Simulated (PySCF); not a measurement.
# GeS at RHF

Computed with RHF; basis Ge 6-31G(d,p), S 6-31G(d,p); no relativity; PySCF 2.14.

* state: ¹Σ⁺ (singlet), closed shell
* bond length: 2.002 Å
* harmonic wavenumber: 630 cm⁻¹
* force constant: 5.21 mdyn/Å
* rotational constant Be: 0.1884 cm⁻¹
* anharmonicity ωexe: 1.38 cm⁻¹
* vibration–rotation constant αe: 0.000619 cm⁻¹
* well depth De to Ge + S: 3.09 eV
* dissociation energy D0: 3.05 eV
* HOMO–LUMO gap: 10.82 eV
* bond order (Mayer): 2.25
* dipole moment (positive dipole means Ge(−)S(+)): -2.77 D

Where the molecule has an RHF reference, its open-shell atoms are computed with UHF. Hartree–Fock leaves out correlation, which carries a large part of most bond energies and some tenths to 1 eV of ionisation energies.
